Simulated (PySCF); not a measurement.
**Magnetisability: `C=C[P+](C)(C)[AlH3-]`, C$_{4}$H$_{12}$AlP**

Geometry (Å), atoms numbered from 1 in this order:
```xyz
18

C     1.387   -2.129    0.362
C     0.939   -1.214   -0.501
P    -0.131    0.186   -0.105
C    -1.584   -0.046   -1.190
C    -0.749   -0.114    1.582
Al    0.913    2.401   -0.383
H     2.083   -2.910    0.043
H     1.093   -2.137    1.415
H     1.282   -1.232   -1.543
H    -2.285    0.785   -1.020
H    -2.083   -1.006   -0.997
H    -1.256   -0.005   -2.239
H    -1.218   -1.105    1.677
H     0.082   -0.022    2.296
H    -1.485    0.667    1.819
H     1.382    2.291   -1.918
H    -0.410    3.269   -0.078
H     2.031    2.328    0.769
```

The calculation used GIAO KT3/pcSseg-1 magnetisability, rotational g tensor and spin-rotation constants, non-relativistic, gas phase (PySCF 2.14.0). Geometry: PBE0-D3(BJ)/def2-SVP.

**Question.** What are the magnetisability and the molar susceptibility?

**Answer.** Isotropic -1361 × 10⁻³⁰ J/T², or -82.0 × 10⁻⁶ cm³/mol; principal values -1486, -1319, -1279 × 10⁻³⁰ J/T², anisotropy 190 × 10⁻³⁰ J/T² (root of half the summed squared differences of the principal values). The susceptibility is in cgs units.

**Question.** Split it along the inertial axes a, b, c into diamagnetic and paramagnetic parts about the centre of mass, with the quadrupole moment.

**Answer.** 
| axis | χ (10⁻⁶ cm³/mol) | diamagnetic (10⁻⁶ cm³/mol) | paramagnetic (10⁻⁶ cm³/mol) | summed x² of all electrons (Å²) | quadrupole Θ (D Å) |
| --- | --- | --- | --- | --- | --- |
| a | -81.8 | -626.9 | 545.0 | 163.9 | -7.08 |
| b | -85.9 | -960.9 | 875.0 | 85.2 | +2.27 |
| c | -78.2 | -1056.7 | 978.5 | 62.6 | +4.81 |

Anisotropies 2χaa − χbb − χcc = +0.4 and 2χbb − χaa − χcc = -11.8 × 10⁻⁶ cm³/mol. Θ is traceless in Buckingham's convention.

**Question.** And the rotational g tensor?

**Answer.** 
| axis | rotational constant (GHz) | g | nuclear part | electronic part |
| --- | --- | --- | --- | --- |
| a | 2.5819 | -0.0188 | 0.6423 | -0.6611 |
| b | 1.4727 | -0.0117 | 0.5937 | -0.6054 |
| c | 1.3121 | -0.0161 | 0.5871 | -0.6032 |

Asymmetric top; isotopes 27Al, 12C, 1H, 31P; no vibrational averaging.
